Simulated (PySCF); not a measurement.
**Tc: electron affinity**

Tc⁻ [Kr] 4d6 5s2 (5D) → Tc [Kr] 4d5 5s2 (6S), as a difference of total energies. All numbers are calculated (PySCF 2.14, scalar relativity through the core potential, in aug-cc-pV5Z-PP with ECP28MDF (8s8p7d5f4g3h2i, 197 functions)). The calculations carry no spin-orbit coupling.

```csv
method,electron affinity (eV)
UHF,-0.912
MN15,1.178
M06,1.095
```

A negative affinity means that the anion lies above the atom at that level of theory.

In the anion the highest occupied orbital energy is positive at M06, a self-interaction effect; the basis confines that electron, and the energy difference can still be sensible.
